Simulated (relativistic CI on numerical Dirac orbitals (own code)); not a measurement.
## d1 to d9 in one octahedral field

Computed with a parametric ligand-field model without spin-orbit coupling, by exact diagonalisation: B = 600, C = 2740, 10Dq = 24400 cm⁻¹ (Oh; |10Dq|/B = 40.7) for every shell. Energies in cm⁻¹; the field energy is (0.6 n_e − 0.4 n_t2) × 10Dq of the ground term; g labels are left out.

```csv
Shell,Ground term,Electrons in e,Field energy,First spin-allowed bands,Lowest term of other spin
d1,2T2,0.000,-9760,2E 24400,
d2,3T1,0.014,-19179,"3T2 23029, 3T1 30657",1T2 9329
d3,4A2,0.000,-29280,"4T2 24400, 4T1 30941",2E 12868
d4,3T1,0.023,-38472,"3E 21889, 3T1 22593",5E 7871
d5,2T2,0.042,-47764,"2A2 21109, 2T1 21313",4T1 11651
d6,?,?,?,?,?
d7,2E,1.023,-43358,"2T1 22360, 2T2 23020",4T1 11378
d8,3A2,2.000,-29280,"3T2 24400, 3T1 30941",1E 10193
d9,2E,3.000,-14640,2T2 24400,
```

(1) Fill in the row of d6.

Results:

(1) Ground term: 1A1; Electrons in e: 0.033; Field energy: -57752; First spin-allowed bands: 1T1 22512, 1T2 30740; Lowest term of other spin: 3T1 16701. Low spin: d4, d5, d6, d7; the other shells keep the spin of the free ion. Only d4 to d7 can choose; the field needed to pair spins is smallest for d6 and largest for d5, which loses most exchange energy. In the strong-field picture 10Dq must exceed about 6B + 5C = 17300 (d4), 7.5B + 5C = 18200 (d5), 2.5B + 4C = 12460 (d6) and 4B + 4C = 13360 (d7); mixing of terms shifts these bounds somewhat.
